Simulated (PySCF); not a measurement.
This script is equivalent to a calculation on Ca⁺ (calcium, charge +1).

```python
from pyscf import gto, scf, dft, mp, cc
import basis_set_exchange as bse
mol = gto.M(atom="Ca 0 0 0", charge=1, spin=1, symmetry="D2h",
            basis=gto.basis.parse(bse.get_basis("x2c-SVPall", elements=["Ca"], fmt="nwchem", header=False)),
            nucmod="G")
mf = scf.UHF(mol).sfx2c1e()
mf.irrep_nelec = {'Ag': (4, 3), 'B1u': (2, 2), 'B2u': (2, 2), 'B3u': (2, 2)}
mf.kernel()
```

Question: What total energy does it give?

Answer: -679.33084 hartree (calculated).

Question: Which occupied shell lies highest, and where?

Answer: 4s α, at -11.324 eV.

Question: What is ⟨S²⟩, and what would a pure spin state give?

Answer: 0.750, against 0.75.
